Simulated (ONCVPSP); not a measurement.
Transferability test, ONCV potential for Mg

ONCVPSP 4.0.1 input, shortened (lines: element, Z, core and valence counts, functional; n l f; lmax; l rc ep ncon nbas qcut; lloc lpopt rc5 dvloc0; l nproj debl; icmod fcfact rcfact), PBE, non-relativistic:

```
  Mg 12.00    1    4        4      upf
    1    0    2.00
    2    0    2.00
    2    1    6.00
    3    0    1.75
    3    1    0.25
    2
    0    1.15    0.00    5   10    8.50
    1    1.30    0.00    5   10   12.00
    2    1.20    0.08    3    7    9.10
    4    1    1.00    1.00
    0    2    0.50
    1    2    1.80
    2    2    3.60
    1    0.20    0.00
```

Energies are relative to the spin-unpolarised reference configuration 2s2 2p6 3s1.75 3p0.25; without spin polarisation the order of configurations can differ from experiment. Not all tests gave a result: 1 of 4 tests not solved or not reliable.

```tsv
valence configuration	charge	ΔE all-electron (eV)	error AE − PS (meV)
2s2 2p6 3s2 3p0	0	-0.847	0.0
2s2 2p6 3s1 3p0	+1	7.101	-0.1
2s2 2p6 3s1.5 3p0	+0.5	2.292	0.0
```
